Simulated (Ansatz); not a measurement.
This triplet is an excited state, 1.95 eV above the relaxed singlet at the level B3LYP/cc-pVTZ // PBE0-D3(BJ)/def2-TZVP (Ansatz, a first-principles code).

A geometry relaxed with PBE0-D3(BJ)/def2-TZVP (Ansatz), charge 0, multiplicity 3:

```xyz
6

C      0.7116    -0.3703     0.2518
Si    -1.0190    -0.7060     0.0332
C      1.9096    -0.2455     0.4168
H      2.9587    -0.1219     0.5572
O     -2.0420     0.4907    -0.4572
H     -2.5190     0.9529     0.2364
```

Write the SMILES of this molecule.

`C#C[Si]O`
